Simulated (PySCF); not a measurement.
PbHBr, SMILES [Br][PbH] (connectivity only; charge and spin as stated), neutral, multiplicity 1.

The structure is a stationary point at PBE0-D3(BJ)/def2-TZVP. The def2 effective core potentials stand for the cores of Pb; spin–orbit coupling is left out.

All values below come from PBE0-D3(BJ)/def2-TZVP (PySCF).

Frequencies are harmonic and unscaled.

Problem. Give all harmonic wavenumbers and intensities. (Estimate from the structure and the level; the computed values follow.)

Solution. 
```
mode  ν (cm⁻¹)  IR (km/mol)  Raman (Å⁴/amu)  depolarisation  moving atoms (share of kinetic energy)
----  --------  -----------  --------------  --------------  --------------------------------------
1          211         27.2             7.7            0.30                        Br 72 %, Pb 28 %
2          518         30.7            30.6            0.70                                  H 99 %
3         1618        480.7           259.0            0.34                                  H 99 %
```
